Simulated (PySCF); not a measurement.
# Computed properties of Bi(Et)(OH)2 (C₂H₇BiO₂), SMILES C[CH2][Bi]([OH])[OH]

Bi(Et)(OH)2 (C2H7BiO2), SMILES C[CH2][Bi]([OH])[OH]. Geometry: B3LYP-D3(BJ)/def2-SVP. The def2 effective core potentials stand for the cores of Bi; spin–orbit coupling is left out. The values are those of a single conformer. All values are computed for the isolated molecule unless a solvent is named; none is compared with measurement here.

**Structure.** All 30 harmonic modes at B3LYP-D3(BJ)/def2-SVP (PySCF) are real, so it is a minimum. With heavy atoms numbered as in [Bi:1]([CH2:2][CH3:3])([OH:9])[OH:11], the shortest bond between them is C2–C3 at 1.523 Å and the longest Bi1–C2 at 2.315 Å.

**Vibrations.** The strongest infrared lines (harmonic, unscaled, degenerate partners summed) lie at 535 cm⁻¹ (79 km/mol, O 90 %, Bi 8 %), 823 cm⁻¹ (51 km/mol, H 93 %), 550 cm⁻¹ (45 km/mol, O 91 %). The softest mode is at 41 cm⁻¹ and the zero-point energy is 56.2 kcal/mol.

**Electronic structure.** r2SCAN/def2-TZVP (PySCF) places the frontier levels at -6.19 and -1.37 eV, a gap of 4.82 eV, and gives a dipole moment of 2.75 D and a mean polarisability of 77.7 bohr³. PBE/def2-TZVP (PySCF) at the same geometry gives -5.92 and -1.65 eV, so its gap is 0.55 eV narrower. An orbital gap is neither the optical nor the fundamental gap.

**Excitations.** TDA-CAM-B3LYP/def2-SVPD (PySCF) has S1 at 5.04 eV (246 nm, f = 0.012, weak); the most intense of the 10 singlets computed lies at 6.99 eV (f = 0.51). T1 (TDA) is at 4.55 eV, 0.49 eV under S1. TDA-PBE/def2-SVPD (PySCF) puts S1 at 4.43 eV. No vertical singlet excitation falls in the visible range (under 3.1 eV).
